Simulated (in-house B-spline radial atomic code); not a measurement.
A fraction x of an electron is removed from 5d in neutral cerium, starting from [Xe] 4f1 5d1 6s2 and keeping the highest spin. All numbers are computed (scalar-relativistic (X2C) TPSS, spin-polarised, spherical fractional occupations; Fermi nucleus of rms radius 4.8771 fm) with a B-spline radial code for spherical atoms, not measured.

```csv
x,E(x) - E(0) (eV),5d up level (eV)
0,0.0000,-3.314
0.1,0.3615,-3.919
0.22,0.8766,-4.668
0.33,1.4287,-5.375
0.49,2.3730,-6.434
0.5,?,?
0.54,2.7031,-6.773
0.69,3.7963,-7.808
0.8,?,?
0.93,5.8745,-9.521
1,6.5589,-
```

(1) What belongs in the row x = 0.5?

(2) What belongs in the row x = 0.8?

(3) Check Janak's theorem between x = 0.1 and 0.22.

## Answers

(1) An energy change of 2.4376 eV; 5d up at -6.502 eV.

(2) An energy change of 4.6978 eV; 5d up at -8.585 eV.

(3) The slope of the energy is 4.29 eV; the orbital levels give 4.29 eV (-ε of the emptying orbital, averaged over the two points).
